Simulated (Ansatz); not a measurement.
One change: `BC1[SiH2][SiH2]1` becomes `CSC1[SiH2][SiH2]1`.

Ansatz, PBE0-D4/def2-TZVP geometries, multiplicity 1. Each molecule was computed in one conformer, which needn't be the lowest.

```json
{"property": "HOMO energy (B3LYP/def2-TZVPP) / eV", "`BC1[SiH2][SiH2]1`": "-6.80"}
{"property": "HOMO–LUMO gap (ωB97M-V/def2-TZVPP) / eV", "`BC1[SiH2][SiH2]1`": "10.03"}
{"property": "HOMO energy (PBE/def2-TZVPP) / eV", "`BC1[SiH2][SiH2]1`": "-6.04"}
{"property": "HOMO–LUMO gap (PBE/def2-TZVPP) / eV", "`BC1[SiH2][SiH2]1`": "4.31"}
{"property": "HOMO–LUMO gap (B3LYP/def2-TZVPP) / eV", "`BC1[SiH2][SiH2]1`": "5.83"}
{"property": "LUMO energy (ωB97M-V/def2-TZVPP) / eV", "`BC1[SiH2][SiH2]1`": "1.03"}
```

(1) Give the same properties after the change, and the shifts. (Best estimate.)

Answers

(1) Computed: 
| property | `CSC1[SiH2][SiH2]1` | shift |
| --- | --- | --- |
| HOMO energy (B3LYP/def2-TZVPP) / eV | -5.95 | 0.85 |
| HOMO–LUMO gap (ωB97M-V/def2-TZVPP) / eV | 9.57 | -0.46 |
| HOMO energy (PBE/def2-TZVPP) / eV | -5.07 | 0.97 |
| HOMO–LUMO gap (PBE/def2-TZVPP) / eV | 3.89 | -0.42 |
| HOMO–LUMO gap (B3LYP/def2-TZVPP) / eV | 5.39 | -0.44 |
| LUMO energy (ωB97M-V/def2-TZVPP) / eV | 1.30 | 0.27 |

With PBE0 the HOMO rises by 0.84 eV and the LUMO rises by 0.43 eV, so the gap narrows by about 0.41 eV. PBE moves the HOMO by 0.97 eV and ωB97M-V by 0.72 eV.

B3LYP here is the variant with VWN-RPA as its local correlation; programs differ in this.
